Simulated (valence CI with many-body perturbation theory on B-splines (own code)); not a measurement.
# Pt65+: electric-dipole lines

Method: valence CI with perturbative core correlation (CI+MBPT): three valence electrons over a frozen Dirac-Fock core [Ne], a basis of 11 s, 11 p, 10 d, 8 f, 5 g, 2 h functions for each j, with the one-electron correlation potential Σ1 (screened to all orders), the two-electron term Σ2, the three-electron term Σ3, Breit, model QED; selected single and double excitations, second order for the rest, scaled by the run's own slope (own B-spline code, finite nucleus).

No measured spectrum was set against this ion. As an estimate, large intervals hold to a few tenths of a per cent, small ones and those within an open d or f shell to about a per cent.

Lines 51 to 100 of 590 in falling wavelength, among levels below 30147 × 10³ cm⁻¹, chosen from the strongest by gf and those to the six lowest levels. Wavelengths and rates use the calculated energies. Electric multipoles are in the length gauge, E1 and E2 with the static RPA response of the core. Weak lines are less certain than strong ones. Lines between different terms over intervals too small for the method are left out, as are lines whose strength nearly cancels. The highest levels of a list are the least certain.

Levels are named by their leading jj configuration (3d3/2^4 stands for four electrons in 3d with j = 3/2), which in mixed levels can hold well under half, so a name can repeat and another be missing. Letters in brackets count levels of one name in rising energy.

```csv
λ vac (nm),Upper,Lower,A (s⁻¹),log gf,Branch %
5.816,(3s 3p1/2 3d3/2) J=3/2 [b],(3s 3p1/2 3p3/2) J=5/2,5.07e+10,-0.99,7.8
5.757,(3p1/2^2 3d3/2) J=3/2,(3s 3p1/2 3d3/2) J=3/2 [b],5.49e+10,-0.96,31.2
5.661,(3s 3p1/2 3d3/2) J=3/2 [a],(3s 3p1/2 3p3/2) J=3/2 [a],2.23e+10,-1.37,5.7
5.507,(3s 3p1/2 3d3/2) J=5/2,(3s 3p1/2 3p3/2) J=5/2,1.22e+10,-1.48,38.5
5.345,(3s 3p1/2 3d3/2) J=1/2,(3s 3p1/2 3p3/2) J=3/2 [b],7.62e+08,-3.19,0.0
5.325,(3s 3p1/2 3d3/2) J=3/2 [b],(3s 3p1/2 3p3/2) J=3/2 [a],1.98e+09,-2.47,0.3
5.257,(3p1/2 3d3/2 3d5/2) J=9/2,(3p1/2 3p3/2 3d5/2) J=9/2,3.74e+10,-0.81,10.9
5.163,(3s 3p1/2 3d3/2) J=3/2 [c],(3s 3p1/2 3p3/2) J=3/2 [b],4.23e+09,-2.17,0.1
5.065,(3s 3p1/2 3d3/2) J=5/2,(3s 3p1/2 3p3/2) J=3/2 [a],7.37e+07,-3.77,0.2
4.944,(3s^2 3d3/2) J=3/2,(3s^2 3p3/2) J=3/2,2.14e+08,-3.50,0.0
4.733,(3s 3p1/2 3d3/2) J=3/2 [c],(3s 3p1/2 3p3/2) J=5/2,3.98e+09,-2.27,0.1
4.723,(3d3/2 3d5/2^2) J=11/2,(3p3/2 3d5/2^2) J=11/2,3.56e+10,-0.85,1.4
4.551,(3s^2 4p3/2) J=3/2,(3s^2 4s) J=1/2,7.21e+11,-0.05,4.8
4.535,(3s 3p1/2 3d3/2) J=1/2,(3s 3p1/2 3p3/2) J=3/2 [a],6.41e+09,-2.40,0.2
4.403,(3s 3p1/2 3d3/2) J=3/2 [c],(3s 3p1/2 3p3/2) J=3/2 [a],2.92e+09,-2.47,0.1
4.347,(3s^2 3p3/2) J=3/2,(3s 3p1/2^2) J=1/2,6.33e+08,-3.14,56.8
4.277,(3p3/2 3d5/2^2) J=5/2 [a],(3p3/2^2 3d5/2) J=3/2,7.61e+10,-0.90,2.3
4.087,(3p3/2 3d5/2^2) J=7/2 [a],(3p3/2^2 3d5/2) J=5/2 [a],4.26e+10,-1.07,1.4
4.068,(3s 3p3/2 3d5/2) J=3/2 [a],(3s 3p3/2^2) J=3/2,9.60e+10,-1.02,9.0
4.055,(3d5/2^3) J=3/2,(3p3/2 3d5/2^2) J=3/2 [b],2.13e+11,-0.68,18.3
4.041,(3d5/2^3) J=9/2,(3p3/2 3d5/2^2) J=7/2 [b],4.29e+11,0.02,45.0
4.027,(3s 3d5/2^2) J=5/2,(3s 3p3/2 3d5/2) J=3/2 [b],8.34e+10,-0.91,8.8
4.024,(3s 3p1/2 3d5/2) J=5/2 [a],(3s 3p1/2 3p3/2) J=3/2 [b],2.33e+09,-2.47,0.7
3.995,(3d3/2 3d5/2^2) J=7/2 [a],(3p3/2 3d3/2 3d5/2) J=5/2 [c],1.48e+11,-0.55,4.7
3.956,(3s 3d5/2^2) J=9/2,(3s 3p3/2 3d5/2) J=7/2 [b],1.10e+11,-0.59,13.6
3.949,(3d3/2 3d5/2^2) J=5/2 [a],(3p3/2 3d3/2 3d5/2) J=3/2 [c],9.95e+10,-0.86,2.8
3.943,(3s 3d5/2^2) J=7/2,(3s 3p3/2 3d5/2) J=5/2 [b],4.24e+11,-0.10,42.4
3.900,(3d3/2 3d5/2^2) J=9/2,(3p3/2 3d3/2 3d5/2) J=7/2 [c],3.46e+11,-0.10,11.9
3.898,(3d5/2^3) J=5/2,(3p3/2 3d5/2^2) J=3/2 [b],3.45e+11,-0.33,28.4
3.889,(3d3/2 3d5/2^2) J=7/2 [b],(3p3/2 3d3/2 3d5/2) J=5/2 [d],1.98e+11,-0.44,6.7
3.867,(3d3/2 3d5/2^2) J=11/2,(3p3/2 3d3/2 3d5/2) J=9/2 [b],4.62e+11,0.09,18.2
3.864,(3s 3d3/2 3d5/2) J=3/2 [b],(3s 3p3/2 3d3/2) J=1/2 [b],9.91e+10,-1.05,2.1
3.863,(3s 3d5/2^2) J=3/2,(3s 3p3/2 3d5/2) J=5/2 [b],9.71e+10,-1.06,8.2
3.859,(3s 3d3/2 3d5/2) J=5/2 [b],(3s 3p3/2 3d3/2) J=5/2 [b],8.15e+10,-0.96,1.7
3.856,(3s 3d3/2 3d5/2) J=7/2 [b],(3s 3p3/2 3d3/2) J=5/2 [b],2.65e+11,-0.33,8.1
3.853,(3p1/2 3d5/2^2) J=5/2,(3p1/2 3p3/2 3d5/2) J=3/2 [b],1.09e+11,-0.84,16.2
3.849,(3d5/2^3) J=3/2,(3p3/2 3d5/2^2) J=5/2 [b],1.14e+11,-0.99,9.9
3.848,(3p1/2 3d5/2^2) J=7/2,(3p1/2 3p3/2 3d5/2) J=5/2 [b],4.12e+11,-0.14,58.3
3.846,(3d5/2^3) J=3/2,(3p3/2 3d5/2^2) J=3/2 [a],1.47e+11,-0.88,12.7
3.844,(3p3/2 3d5/2^2) J=11/2,(3p3/2^2 3d5/2) J=9/2,2.08e+11,-0.26,7.7
3.839,(3p1/2 3d5/2^2) J=3/2,(3p1/2 3p3/2 3d5/2) J=1/2,1.23e+11,-0.96,15.8
3.836,(3s 3d5/2^2) J=3/2,(3s 3p3/2 3d5/2) J=3/2 [b],1.68e+11,-0.83,14.2
3.823,(3d3/2 3d5/2^2) J=5/2 [a],(3p3/2 3d3/2 3d5/2) J=3/2 [b],2.93e+11,-0.41,8.4
3.821,(3p3/2 3d3/2 3d5/2) J=7/2 [b],(3p3/2^2 3d3/2) J=7/2,1.52e+11,-0.57,2.9
3.818,(3p3/2 3d5/2^2) J=7/2 [b],(3p3/2^2 3d5/2) J=5/2 [b],7.08e+11,0.09,18.8
3.815,(3d3/2 3d5/2^2) J=5/2 [b],(3p3/2 3d3/2 3d5/2) J=3/2 [c],1.68e+11,-0.66,5.5
3.791,(3p1/2 3p3/2 3d5/2) J=3/2 [a],(3p1/2 3p3/2^2) J=3/2,1.49e+11,-0.89,6.1
3.783,(3d3/2 3d5/2^2) J=5/2 [a],(3p3/2 3d3/2 3d5/2) J=5/2 [c],9.79e+10,-0.90,2.8
3.781,(3d3/2^2 3d5/2) J=5/2 [a],(3p3/2 3d3/2^2) J=5/2,1.01e+11,-0.88,1.9
3.778,(3s 3p1/2 3d5/2) J=3/2,(3s 3p1/2 3p3/2) J=1/2,2.53e+11,-0.67,31.1
```

How does gf follow from A for the line at 5.507 nm?

gf = 1.4992 × (2J+1)_upper × A / σ², with σ = 1815751 cm⁻¹ and 2J+1 = 6: gf = 0.0333.
